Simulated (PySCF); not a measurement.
## Static response to an electric field

Ge(SH)2H2.
Structure used (PBE0-D3(BJ)/def2-SVP), in Å, numbered top down from 1:
```xyz
7
GeH4S2 angstrom
Ge    -0.5537    0.0131   -0.3851
S     -0.5751   -0.0342    1.8401
H      0.2215    1.0498    1.9638
S      1.5280    0.0135   -1.1692
H      1.8866   -1.1012   -0.4955
H     -1.1713    1.3002   -0.9518
H     -1.3360   -1.2411   -0.8022
```

Level: CAM-B3LYP/def2-SVPD (PySCF), static field, nuclei fixed, core orbitals frozen in the response. The polarisability tensor in these axes (au):

```
x   78.56 -0.93 -8.67
y   -0.93 63.82  1.04
z   -8.67  1.04 85.03
```

Question: Diagonalise the tensor; give its mean and Δα, where Δα² is half the sum of the squared differences of the eigenvalues.

Answer: Principal values 63.75, 72.55 and 91.12 au; mean 75.80 au = 11.23 Å³ = 12.50 × 10⁻⁴⁰ C²·m²/J; Δα = 24.20 au (32 % of the mean).

Question: What is the dipole moment, and where does it point?

Answer: (-0.32, 0.00, -0.23) D, 0.40 D in size, pointing from the negative to the positive side. Measured along this direction, the outermost atoms are H3 and H5 at the negative end and H7 and H6 at the positive end.

Question: Give the eigenvalues of the traceless quadrupole moment Θ = ½Σq(3rr − r²1), origin at the centre of nuclear charge.

Answer: -7.69, 3.36, 4.33 D·Å. The values depend on the origin, since the dipole doesn't vanish. The electronic extent ⟨r²⟩ about the same centre is 645 bohr², a root-mean-square distance of 1.63 Å for the 68 electrons.

Question: In TDDFT the mean static polarisability is Σ f/ω² over all singlet excitations (ω in hartree). How much of it do the 15 lowest give? Their energies (eV) and oscillator strengths: 5.44, 0.0195; 5.72, 0.0090; 6.09, 0.0500; 6.18, 0.0250; 6.69, 0.0018; 6.91, 0.0239; 7.28, 0.0058; 7.36, 0.0002; 7.61, 0.0007; 7.61, 0.0296; 7.73, 0.2138; 7.77, 0.0356; 7.94, 0.1496; 7.98, 0.0220; 8.00, 0.2003.

Answer: They add up to 10.46 au, 13.8 % of the 75.80 au; the largest single term is 2.65 au, from the state at 7.73 eV. Terms in order: 0.49, 0.20, 1.00, 0.48, 0.03, 0.37, 0.08, 0.00, 0.01, 0.38, 2.65, 0.44, 1.76, 0.26, 2.32 au. Higher excitations give the rest. The strengths listed sum to 0.787.

Question: What would n − 1 = 2πNα be for an ideal gas of these molecules at 500 K and 1 atm, electronic part alone?

Answer: N = p/kT = 1.4678 × 10¹⁹ cm⁻³, so n − 1 = 2π × N × 11.23 × 10⁻²⁴ cm³ = 1036 × 10⁻⁶ at long wavelengths, for an ideal gas.

Question: Estimate the molar refractivity from the static electronic polarisability.

Answer: Lorentz–Lorenz: R = (4π/3)N_A α = 2.5225 cm³/(mol·Å³) × 11.23 Å³ = 28.3 cm³/mol, in the limit of long wavelengths.

Question: Directions of the eigenvectors, and the extent of the frame along each?

Answer: Largest value along (-0.57, 0.05, 0.82), where the nuclei span 3.66 Å; middle along (0.82, -0.02, 0.57), 2.82 Å; least along (0.04, 1.00, -0.03), 2.55 Å. The response follows the extents in order.

One conformer (not necessarily the lowest) at the PBE0-D3(BJ)/def2-SVP geometry, without solvent, vibrations or thermal averaging. The calculation is non-relativistic, for germanium too.
